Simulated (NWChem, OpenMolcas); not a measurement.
**NWChem → OpenMolcas**

This NWChem 7.3.0 job computes CH5InO2 (SMILES [CH3][In]([OH])[OH]):

struct.nw:
```
start struct
memory total 2200 mb
charge 0

geometry units angstroms noautosym nocenter noautoz
  C       -0.086600       0.920200      -1.366200
  In       0.122900      -0.336100       0.337800
  O        1.440800      -1.806000       0.500900
  O       -0.898600      -0.312900       2.048600
  H       -1.126400       0.929200      -1.692800
  H        0.212100       1.936300      -1.107700
  H        0.547500       0.548900      -2.169800
  H        1.365500      -2.243400       1.353100
  H       -1.577100       0.363700       2.096100
end

basis spherical bse
  * library def2-SVP
end

ecp bse
  In library def2-SVP
end

scf
  thresh 1e-08
  maxiter 80
end

mp2
  freeze core 7
  tight
end

task mp2 gradient
```

```bash
$ nwchem struct.nw > struct.out
```

The shape is that of a PBE0-D4/def2-TZVP optimisation. This is one conformer, not always the lowest.

It gives a total energy of -380.193963 Eh.

Problem. Write the same calculation for OpenMolcas 26.06 as an input file of the program's own, asking for the energy.

Solution. One way, which was run:

run.inp:
```
&GATEWAY
 BasLib=$CurrDir
 Coord
 9
 angstrom
 C       -0.086600       0.920200      -1.366200
 In       0.122900      -0.336100       0.337800
 O        1.440800      -1.806000       0.500900
 O       -0.898600      -0.312900       2.048600
 H       -1.126400       0.929200      -1.692800
 H        0.212100       1.936300      -1.107700
 H        0.547500       0.548900      -2.169800
 H        1.365500      -2.243400       1.353100
 H       -1.577100       0.363700       2.096100
 Basis=def2-SVP
 Group=NoSym

&SEWARD

&SCF
 Thresholds=1e-10 1e-07 1e-07 1e-05
 PrOrbitals=1 1

&MBPT2
 Frozen=7
```

```bash
$ export MOLCAS_MEM=1860
$ pymolcas run.inp > run.log
```

(Basis files named in the input come from the Basis Set Exchange and aren't shown.)

Its energy is -380.193963 Eh, the same as the first but for the last digit, at most.
